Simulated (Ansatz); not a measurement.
Geometry optimisation, RHF/def2-SVP (Ansatz 0.2.0).

input.yaml

```yaml
crystal:
  periodic: [false, false, false]
  atoms:
    - { symbol: Sn, position_ang: [0.0, 0.0, 0.0] }
    - { symbol: H, position_ang: [0.0, 0.0, 1.74] }
    - { symbol: O, position_ang: [1.8483, 0.0, -0.6527] }
    - { symbol: H, position_ang: [2.1646, -0.9521, -0.7693] }
    - { symbol: Cl, position_ang: [-1.1351, 1.9666, -0.8025] }
    - { symbol: H, position_ang: [-0.8195, -1.4198, -0.5794] }
basis:
  gaussian: { orbitals: def2-SVP }
hamiltonian:
  xc: hf
relax:
  f_tol: 0.02
  max_steps: 40
```

Command:

```bash
$ ansatz run input.yaml --threads 1 --pin off --max-ram 2048MiB --backend cpu --events-out ev --progress --plain --runs-dir out
```

Problem. Where does it end, and by what steps?

Solution. The run converged. After 8 steps the energy has fallen by 0.314 eV; H4 moved furthest, 0.79 Å.

```tsv
step	energy less start (eV)	largest force component (eV/Å)	accepted
0	0.0000	2.999	yes
1	-0.1543	1.454	yes
2	-0.2180	1.296	yes
3	-0.2536	0.203	yes
4	-0.2864	0.445	yes
5	-0.2906	0.963	yes
6	-0.3105	0.425	yes
7	-0.3137	0.085	yes
8	-0.3145	0.009	yes
```

```xyz
6
Properties=species:S:1:pos:R:3
Sn -0.044 -0.158 0.134
H -0.089 0.122 1.801
O 1.841 -0.384 -0.324
H 2.114 -0.312 -1.226
Cl -0.799 1.777 -0.980
H -0.966 -1.451 -0.468
```

Whether the end is a true minimum wasn't checked by a vibrational analysis.

Time of the run: 18 s on 1 thread of Arm Neoverse V1 (shared host), peak memory 0.14 GiB.
